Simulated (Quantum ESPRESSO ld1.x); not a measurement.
Radial electron density D(r) = 4 pi r^2 rho(r) of an atom or ion with 38.5 electrons. Method: Dirac Kohn-Sham, relativistic LDA (MacDonald-Vosko exchange, VWN5 correlation), spin-unpolarised, spherical densities, point nucleus; computed with ld1.x of Quantum ESPRESSO 7.5.

| r (bohr) | D(r) (e/bohr) |
|---|---|
| 0.002557 | 3.704 |
| 0.003411 | 6.002 |
| 0.004549 | 9.507 |
| 0.006067 | 14.61 |
| 0.008028 | 21.36 |
| 0.01071 | 29.96 |
| 0.01428 | 39.23 |
| 0.01905 | 46.99 |
| 0.0252 | 50.47 |
| 0.03361 | 48.52 |
| 0.04483 | 43.77 |
| 0.05979 | 43.30 |
| 0.07911 | 51.18 |
| 0.1055 | 60.62 |
| 0.1407 | 57.34 |
| 0.1877 | 42.78 |
| 0.2484 | 37.41 |
| 0.3313 | 44.51 |
| 0.4418 | 41.29 |
| 0.5893 | 23.26 |
| 0.7797 | 11.25 |
| 1.04 | 9.373 |
| 1.387 | 7.453 |
| 1.85 | 3.638 |
| 2.448 | 1.442 |
| 3.265 | 0.6338 |
| 4.354 | 0.2174 |
| 5.807 | 0.03453 |
| 7.684 | 0.002043 |

What is the nuclear charge?

Answer. Z = 40. The innermost maximum, from 1s, lies near gamma/Z bohr with gamma = sqrt(1 - (Z/c)^2) = 0.956, here 0.0239 bohr (found: 0.0262), and its height grows with Z. The density is that of the zirconium ion Zr1.5+ in [Kr] 4d1.5 5s1; the configuration itself is not fixed sharply by these data, and Z only to a few units. D(r) has 3 maxima, at r = 0.0262, 0.115, 0.368 bohr, and minima at 0.0530, 0.235 bohr, inside which lie 2.06, 11.05 electrons.
